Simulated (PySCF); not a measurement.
A structure optimised at B3LYP-D3(BJ)/def2-SVP, used in a PySCF frequency run:

```xyz
6

Re     0.0000     0.0000     0.0552
O      0.0000    -1.3688     1.0394
O      0.0000     1.3688     1.0394
F      0.0000     0.0000    -1.8245
F      1.8410     0.0000    -0.2417
F     -1.8410     0.0000    -0.2417
```
Charge 0, spin multiplicity 1.

Task: Write its SMILES, formula and point group.

Result: [O]=[Re](=[O])([F])([F])[F], F3O2Re, C2v

Task: What are its rotational constants (standard atomic weights)?

Result: 3.1479, 2.6777, 2.2032 GHz
